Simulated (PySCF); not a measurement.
Static response to an electric field

C₅H₇FO₂.
Cartesian coordinates in Å at the PBE0-D3(BJ)/def2-SVP level; atoms count from 1:
```xyz
15
C5H7FO2 angstrom
C      3.8001    0.7872    0.2306
C      2.7078    0.0794   -0.0355
O      1.4648    0.6209    0.1666
C      0.3795   -0.1381   -0.1007
O      0.4364   -1.2639   -0.5138
C     -0.8842    0.6143    0.1894
C     -2.1142   -0.2109   -0.1139
F     -3.2357    0.5207    0.1777
H      3.7408    1.8079    0.6142
H      4.7811    0.3421    0.0638
H      2.6976   -0.9435   -0.4189
H     -0.8745    0.9250    1.2470
H     -0.8838    1.5481   -0.3960
H     -2.1373   -0.4994   -1.1772
H     -2.1194   -1.1357    0.4852
```

Level: CAM-B3LYP/def2-SVPD (PySCF), static field, nuclei fixed, core orbitals frozen in the response. The polarisability tensor in these axes (au):

```
x   94.63  8.06  2.80
y    8.06 65.55  5.62
z    2.80  5.62 52.51
```

Problem. Diagonalise the tensor; give its mean and Δα, where Δα² is half the sum of the squared differences of the eigenvalues.

Solution. Principal values 50.42, 65.16 and 97.10 au; mean 70.89 au = 10.51 Å³ = 11.69 × 10⁻⁴⁰ C²·m²/J; Δα = 41.33 au (58 % of the mean).

Problem. What is the dipole moment, and where does it point?

Solution. (1.60, 0.82, 0.28) D, 1.82 D in size, pointing from the negative to the positive side. Measured along this direction, the outermost atoms are F8 at the negative end and H10 at the positive end.

Problem. Traceless (Buckingham) quadrupole moment about the centre of nuclear charge: eigenvalues?

Solution. -5.17, 1.95, 3.22 D·Å. The values depend on the origin, since the dipole doesn't vanish. The electronic extent ⟨r²⟩ about the same centre is 1420 bohr², a root-mean-square distance of 2.53 Å for the 62 electrons.

Problem. Form Σ f/ω² (atomic units) for the 6 lowest TDDFT singlets, given as eV and f, and set it beside the mean polarisability, which is this sum over all singlets: 5.89, 0.0006; 6.51, 0.4420; 7.22, 0.0462; 7.71, 0.1113; 7.97, 0.0031; 8.10, 0.0003.

Solution. They add up to 9.83 au, 13.9 % of the 70.89 au; the largest single term is 7.73 au, from the state at 6.51 eV. Terms in order: 0.01, 7.73, 0.66, 1.39, 0.04, 0.00 au. Higher excitations give the rest. The strengths listed sum to 0.604.

Problem. Estimate the molar refractivity from the static electronic polarisability.

Solution. Lorentz–Lorenz: R = (4π/3)N_A α = 2.5225 cm³/(mol·Å³) × 10.51 Å³ = 26.5 cm³/mol, in the limit of long wavelengths.

The structure is a single PBE0-D3(BJ)/def2-SVP conformer in the gas phase; no vibrational or solvent corrections.
